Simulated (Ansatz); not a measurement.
Cartesian coordinates in Å:
```
O 1.848 1.535 0.566
C 1.028 0.704 0.329
N 0.774 -0.121 -0.769
Si -0.394 -0.459 0.424
O -1.974 -0.206 0.185
F -0.344 -1.869 1.129
H 1.298 -0.203 -1.635
H -2.236 0.618 -0.231
```

Total charge 0; spin multiplicity 1.

Task: List the CAM-B3LYP/def2-TZVPP orbital energies in eV (Ansatz). (Best estimate.)

Result: The calculation gave: Occupied: -1803.40, -674.19, -523.73, -522.37, -392.54, -282.03, -147.73, -103.10, -103.07, -103.04, -35.39, -31.16, -30.84, -27.73, -19.84, -18.31, -16.43, -15.61, -14.91, -14.66, -14.43, -13.85, -13.15, -12.88, -11.88, -10.16, -8.63. Lowest empty: 0.63, 0.88, 1.51, 2.29, 3.08, 3.56, 4.09, 4.70.
